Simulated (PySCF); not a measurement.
C₂H₄NO, SMILES CC([NH])=O, multiplicity 2.

Geometry: ωB97X-D3(BJ)/def2-SVP. The isomer is the one that the SMILES or the coordinates give; other isomers of the formula were not compared. Other conformers were not sampled.

All values below come from ωB97X/def2-TZVPD (PySCF).

| Item | Value |
|---|---|
| total energy | -208.56137 hartree |
| α spin, highest occupied and lowest empty level | -10.66 and 1.92 eV |
| β spin, highest occupied and lowest empty level | -10.33 and -1.97 eV |
| dipole moment | 1.71 D |
| quadrupole, principal values (traceless, Buckingham form, about the centre of nuclear charge) | -7.78, 1.14, 6.64 D·Å |
| mean static polarisability | 38.3 bohr³ (5.68 Å³) |
| polarisability, principal values | 29.1, 41.5, 44.5 bohr³ |
| ⟨S²⟩ | 0.770 (pure state 0.75) |
